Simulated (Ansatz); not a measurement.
`[OH][W]([Cl])([Cl])([Cl])([Cl])[Cl]` + H₂O → `[OH][W]([OH])([Cl])([Cl])([Cl])[Cl]` + HCl at 600 K and 1 bar (formal hydrolysis of a W–Cl bond).

Isolated molecules relaxed with PBE0-D4/def2-TZVP in Ansatz; ΔE leaves out vibrations. CCSD(T)/CBS adds triple-zeta CCSD(T) − MP2 to the extrapolated MP2 energy (def2 sets, frozen cores). This one scheme is used for every species. def2 core potentials past Kr. For W outer-core shells are correlated without core-valence functions, which leaves a few kJ/mol of doubt a bond. One conformer a species, not always the lowest.

| species | CCSD(T)/CBS energy (Eh) | H − E (kJ/mol) | S (J/(mol·K)) |
| --- | --- | --- | --- |
| `[OH][W]([Cl])([Cl])([Cl])([Cl])[Cl]` | -2441.83114 | 132.4 | 558.3 |
| H₂O | -76.37941 | 76.8 | 212.8 |
| `[OH][W]([OH])([Cl])([Cl])([Cl])[Cl]` | -2057.83598 | 168.5 | 551.5 |
| HCl | -460.38127 | 35.4 | 207.2 |

H − E and S are ideal-gas, rigid-rotor, harmonic terms from PBE0-D4/def2-TZVP, for one conformer and one mirror image of each species. 1 Eh = 2625.50 kJ/mol, R = 8.31446 J/(mol·K).

By hand: ΔE, ΔH, ΔS and ΔG.

ΔE = (-2057.83598) + (-460.38127) − (-2441.83114) − (-76.37941) = -0.00670 Eh = -17.6 kJ/mol. Δ(H − E) = 168.5 + 35.4 − 132.4 − 76.8 = -5.3, so ΔH = -22.9 kJ/mol. ΔS = 551.5 + 207.2 − 558.3 − 212.8 = -12.4 J/(mol·K). ΔG = -22.9 − 600 × (-12.4)/1000 = -15.5 kJ/mol.

By hand: the equilibrium constant, and the temperature at which ΔG would vanish if ΔH and ΔS stayed fixed.

log₁₀ K = −ΔG/(RT ln 10) = 1.3. ΔG = 0 at ΔH/ΔS = 1847 K, though so small a ΔS makes that figure unsure.

The number of gas molecules stays the same, so ΔS is small and ΔH decides. A doubt of 5 kJ/mol in ΔE shifts log₁₀ K by 0.4 here. Other conformers and mirror images would add mixing entropy, several J/(mol·K) or more a flexible species. These are equilibria of isolated gas molecules and say nothing of rates. Largest T1 diagnostic: 0.023 (customary marks: 0.02 for closed shells, 0.045 for open ones).
